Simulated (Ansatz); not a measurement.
Reaction (ligand exchange at the Si–C bond): `N=C([SiH3])BO` + `NB(N)O` → `NB(N)O[SiH3]` + `N=CBO`

Computed with Ansatz on PBE0-D4/def2-TZVP structures; ΔE is electronic, products minus reactants. CBS: MP2 limit from def2 TZ/QZ plus the TZ coupled-cluster correction, frozen cores. Functionals use def2-TZVPP. B3LYP here is the variant with VWN-RPA as its local correlation; programs differ in this. One conformer a species, not always the lowest.

(1) Is it downhill or uphill in electronic energy at CCSD(T)/CBS, and by how much? (Best estimate.)

(2) What do these levels give: revPBE-D4, BLYP-D4, B3LYP-D4, CAM-B3LYP-D4, BLYP, B3LYP, BHLYP, CCSD/def2-SVP, HF/def2-TZVPP, SCS-MP2/def2-TZVPP, MP2/def2-QZVPP, MP2/CBS(def2)? (Best estimate.)

Largest T1 diagnostic among the species: 0.014.

## Answers

(1) Ansatz gave: Downhill: ΔE = -28.1 kcal/mol.

(2) Ansatz gave: revPBE-D4 -24.3, BLYP-D4 -27.0, B3LYP-D4 -28.3, CAM-B3LYP-D4 -29.6, BLYP -27.1, B3LYP -28.4, BHLYP -30.4, CCSD/def2-SVP -27.5, HF/def2-TZVPP -32.1, SCS-MP2/def2-TZVPP -29.3, MP2/def2-QZVPP -28.8, MP2/CBS(def2) -28.7 kcal/mol.

From BLYP to BHLYP (50 % exact exchange), in def2-TZVPP and without D4, ΔE moves by −3.3 kcal/mol. In def2-TZVPP, CCSD(T) changes the Hartree–Fock value by +4.0 kcal/mol (the triples alone add +0.7 kcal/mol) and MP2 by +3.4 kcal/mol. At CCSD(T), def2-SVP lies +1.1 kcal/mol from the extrapolated value and def2-TZVPP +0.0 kcal/mol.
